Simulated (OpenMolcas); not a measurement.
# Multiconfigurational calculation on Ho IV

Input:

```
&GATEWAY
Coord
1

Ho 0.0 0.0 0.0
Basis=ANO-R1
Group=XYZ
NoMove
AngMom=0.0 0.0 0.0
AMFI
&SEWARD
&RASSCF
FileOrb=start.orb
Symmetry=1
Spin=5
nActEl=10 0 0
Inactive=15 12
Ras2=0 7
CIRoot=35 35 1
SDav=35
CIMx=300
Iter=120 100
PrWF=0.3
OrbListing=Nothing
MaxOrb=0
Atom
>>> COPY $Project.JobIph JOB001
&RASSCF
FileOrb=start.orb
Symmetry=1
Spin=3
nActEl=10 0 0
Inactive=15 12
Ras2=0 7
CIRoot=132 132 1
SDav=210
CIMx=300
Iter=120 100
PrWF=0.3
OrbListing=Nothing
MaxOrb=0
Atom
CIOnly
>>> COPY $Project.JobIph JOB002
&RASSCF
FileOrb=start.orb
Symmetry=1
Spin=1
nActEl=10 0 0
Inactive=15 12
Ras2=0 7
CIRoot=132 132 1
SDav=196
CIMx=300
Iter=120 100
PrWF=0.3
OrbListing=Nothing
MaxOrb=0
Atom
CIOnly
>>> COPY $Project.JobIph JOB003
&RASSI
NrOfJobIphs=2 30 26
1 2 3 4 5 6 7 8 9 10 11 12 13 14 15 16 17 18 19 20 21 22 23 24 25 26 27
28 29 30
1 2 3 4 5 6 7 8 9 10 11 12 13 14 15 16 17 18 19 20 21 22 23 24 25 26
IphNames
JOB001
JOB002
EJob
SpinOrbit
DIPRint=1.0
SOCoupling=1000.0
Subsets=2
MEES
Property=10
'ANGMOM' 1 'ANGMOM' 2 'ANGMOM' 3 'MLTPL  1' 1 'MLTPL  1' 2 'MLTPL  1' 3
'AMFI' 1 'AMFI' 2 'AMFI' 3 'MLTPL  2' 6
SOProperty=3
'ANGMOM' 1 'ANGMOM' 2 'ANGMOM' 3
```

Launched by
```bash
OMP_NUM_THREADS=1 MOLCAS_MEM=2252 MOLCAS_PROJECT=a pymolcas a.inp > a.log  # once for each step of the input, in one work folder
```

A driver script runs the steps one by one and writes start.orb anew before each from the orbitals found so far, so a CI-only block uses the converged orbitals of the first block.

Output, cut to the results:

```
--- SEWARD ---
Basis set label: HO.ANO-R...7S5P3D2F.

      Electronic valence basis set:
      ------------------
      Associated Effective Charge  67.000000 au
      Associated Actual Charge     67.000000 au
      Nuclear Model: Finite nucleus - Gaussian distribution
        Gaussian exponent, Xi/bohr**(-2):  1.58047E+08

      Shell  nPrim  nBasis  Cartesian Spherical Contaminant
         s      25       7        X
         p      19       5        X
         d      12       3                 X
         f      10       2                 X
                  Relativistic X2C integrals
                  Atomic mean-field integrals
--- RASSCF ---
Wave function specifications:
      -----------------------------

      Number of closed shell electrons          54
      Number of electrons in active shells      10
      Max number of holes in RAS1 space          0
      Max nr of electrons in RAS3 space          0
      Number of inactive orbitals               27
      Number of active orbitals                  7
      Number of secondary orbitals              17
      Spin quantum number                      2.0
      State symmetry                             1
Orbital specifications:
      -----------------------

      Symmetry species                           1   2
                                                ag  au
      Frozen orbitals                            0   0
      Inactive orbitals                         15  12
      Active orbitals                            0   7
      RAS1 orbitals                              0   0
      RAS2 orbitals                              0   7
      RAS3 orbitals                              0   0
      Secondary orbitals                         7  10
      Deleted orbitals                           0   0
      Number of basis functions                 22  29
      Number of CSFs                            35
      Number of root(s) required                35
      Iter CI   SX   CI       RASSCF       Energy    max ROT     max BLB   max BLB  Level Ln srch  Step   QN
          iter iter root      energy       change     param      element    value   shift minimum  type update
 Nr of preliminary CI iterations:   1
      Total energies have been shifted. Add               -12000.00 au
        1   1    2    0  -610.05646463    0.00E+00   1.43E-07    9  16 1  4.92E-06   0.00   0.00    SX    NO
        2   1    2    0  -610.05646463   -1.46E-11   1.13E-08    9  17 1 -1.53E-07   0.00   0.00    SX    NO
        3   1    2    0  -610.05646463   -1.09E-11  -1.01E-08   15  17 1 -4.54E-08   0.00   0.00    SX    NO
        4   1    2    0  -610.05646463    7.28E-12  -1.10E-08   17  27 2 -4.53E-08   0.00   0.00    SX    NO
      Convergence after  4 iterations
        5   1    2    0  -610.05646463   -3.64E-12  -1.10E-08   17  27 2  4.76E-08   0.00   0.00    SX    NO
      Natural orbitals and occupation numbers for root  1
      sym 2:   1.429136   1.238125   1.697042   1.601752   1.549580   1.121483   1.362882
      Natural orbitals and occupation numbers for root  2
      sym 2:   1.795444   1.199376   1.045994   1.133958   1.855004   1.239469   1.730754
      Natural orbitals and occupation numbers for root  3
      sym 2:   1.658510   1.842450   1.335694   1.142877   1.777153   1.027494   1.215822
::    RASSCF root number  1 Total energy: -12610.13740239
::    RASSCF root number  2 Total energy: -12610.13740239
::    RASSCF root number  3 Total energy: -12610.13740239
::    RASSCF root number  4 Total energy: -12610.13740239
::    RASSCF root number  5 Total energy: -12610.13740239
::    RASSCF root number  6 Total energy: -12610.13740239
::    RASSCF root number  7 Total energy: -12610.13740239
::    RASSCF root number  8 Total energy: -12610.13740239
::    RASSCF root number  9 Total energy: -12610.13740239
::    RASSCF root number 10 Total energy: -12610.13740239
::    RASSCF root number 11 Total energy: -12610.13740239
::    RASSCF root number 12 Total energy: -12610.13740239
::    RASSCF root number 13 Total energy: -12610.13740239
::    RASSCF root number 14 Total energy: -12610.05646463
::    RASSCF root number 15 Total energy: -12610.05646463
::    RASSCF root number 16 Total energy: -12610.05646463
::    RASSCF root number 17 Total energy: -12610.05646463
::    RASSCF root number 18 Total energy: -12610.05646463
::    RASSCF root number 19 Total energy: -12610.05646463
::    RASSCF root number 20 Total energy: -12610.05646463
...
--- RASSI ---
SPIN-FREE ENERGIES:
  (Shifted by EMIN (a.u.) =     -12610.1374023942)

 SF State       Relative EMIN(au)   Rel lowest level(eV)    D:o, cm**(-1)      L_eff

     1             0.0000000000        0.0000000000              0.0000         6.0
     2             0.0000000000        0.0000000000              0.0000         6.0
     3             0.0000000000        0.0000000000              0.0000         6.0
     4             0.0000000000        0.0000000000              0.0000         6.0
     5             0.0000000000        0.0000000000              0.0000         6.0
     6             0.0000000000        0.0000000000              0.0000         6.0
     7             0.0000000000        0.0000000000              0.0000         6.0
     8             0.0000000000        0.0000000000              0.0000         6.0
     9             0.0000000000        0.0000000000              0.0000         6.0
    10             0.0000000000        0.0000000000              0.0000         6.0
    11             0.0000000000        0.0000000000              0.0000         6.0
    12             0.0000000000        0.0000000000              0.0000         6.0
    13             0.0000000000        0.0000000000              0.0000         6.0
    14             0.0809377600        2.2024286492          17763.7850         2.8
    15             0.0809377600        2.2024286492          17763.7850         2.9
    16             0.0809377600        2.2024286492          17763.7850         2.7
    17             0.0809377600        2.2024286492          17763.7850         2.4
    18             0.0809377600        2.2024286492          17763.7850         2.8
    19             0.0809377600        2.2024286492          17763.7850         3.0
    20             0.0809377600        2.2024286492          17763.7850         2.9
    21             0.0809377600        2.2024286492          17763.7850         2.8
...
```

Levels above the lowest, from the spin-orbit matrix, grouped by J:

```json
{"Configuration": "4f¹⁰", "Term": "⁵I", "J": "8", "E (cm⁻¹)": "0.0", "g": "1.244", "Term weight %": "95", "Second": "5 ³K"}
{"Configuration": "4f¹⁰", "Term": "⁵I", "J": "7", "E (cm⁻¹)": "5248", "g": "1.175", "Term weight %": "98", "Second": "2 ³K"}
{"Configuration": "4f¹⁰", "Term": "⁵I", "J": "6", "E (cm⁻¹)": "9094", "g": "1.072", "Term weight %": "97", "Second": "2 ³H"}
{"Configuration": "4f¹⁰", "Term": "⁵I", "J": "5", "E (cm⁻¹)": "11948", "g": "0.906", "Term weight %": "95", "Second": "5 ³H"}
{"Configuration": "4f¹⁰", "Term": "⁵I", "J": "4", "E (cm⁻¹)": "14078", "g": "0.612", "Term weight %": "93", "Second": "7 ³H"}
{"Configuration": "4f¹⁰", "Term": "⁵F", "J": "5", "E (cm⁻¹)": "22504", "g": "1.401", "Term weight %": "100", "Second": ""}
```

High states are left out of the spin-orbit mixing, which shifts the levels that they would mix with. Without dynamic correlation excited terms often stand tens of per cent too high (terms of higher spin than the ground term too low), and those without a measured partner can miss by more than the paired ones. The basis is small and was not contracted for so high a charge. Only configurations of the active space appear. The first state left out of the spin-orbit step lies near 29000 cm-1 above the lowest spin-free state of the reference (among the parities and spins computed), and the list stops at four fifths of that energy or lower.

The RASSCF and RASSI steps took 56 s on 1 thread of Intel(R) Xeon(R) Platinum 8488C (Sapphire Rapids), on a shared host; the integral step is not counted.

The term weight is that of the spin-free term in the level, not the purity of its configuration.
